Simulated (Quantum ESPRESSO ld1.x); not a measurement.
Q: All-electron atom: Ir4+ in [Xe] 4f14 5d5. All-electron calculation, scalar-relativistic Kohn-Sham, LDA (Slater exchange, Perdew-Zunger correlation), spin-polarised, spherical densities, point nucleus; open shells are filled with parallel spins first. Program: ld1.x of Quantum ESPRESSO 7.5. Some entries of the table are withheld. Estimate them.

orbital,occ.,eigenvalue (hartree),r(max) (bohr),<r> (bohr)
1s up,1,-2797.5042,0.01083,0.01744
1s down,1,-2797.5040,0.01083,0.01744
2s up,1,-490.8704,0.06233,0.07364
2s down,1,-490.8571,0.06233,0.07364
2p up,3,-426.8025,0.05139,0.06626
2p down,3,-426.7913,0.05139,0.06626
3s up,1,-116.1288,0.1758,0.1906
3s down,1,-116.1222,0.1758,0.1906
3p up,3,-97.4001,0.1746,0.1914
3p down,3,-97.3931,0.1746,0.1914
3d up,5,-76.7620,0.1420,0.1733
3d down,5,-76.7518,0.1421,0.1733
4s up,1,-26.1210,0.3973,0.4235
4s down,1,-26.1072,0.3973,0.4235
4p up,3,-19.9766,0.4176,0.4508
4p down,3,-19.9628,0.4176,0.4508
4d up,5,-12.4337,0.4262,0.4787
4d down,5,-12.4172,0.4263,0.4784
5s up,1,-5.3692,0.8898,(1)
5s down,1,-5.2739,0.8860,(2)
4f up,7,-4.0441,(3),0.5354
4f down,7,-4.0192,(4),0.5324
5p up,3,-3.7625,1.000,1.117
5p down,3,-3.6470,0.9940,1.111
5d up,5,-1.9163,1.254,(5)
5d down,0,-1.7842,1.245,(6)

A: 
(1) 5s up <r> (bohr): 0.9734
(2) 5s down <r> (bohr): 0.9677
(3) 4f up r(max) (bohr): 0.3943
(4) 4f down r(max) (bohr): 0.3941
(5) 5d up <r> (bohr): 1.478
(6) 5d down <r> (bohr): 1.485
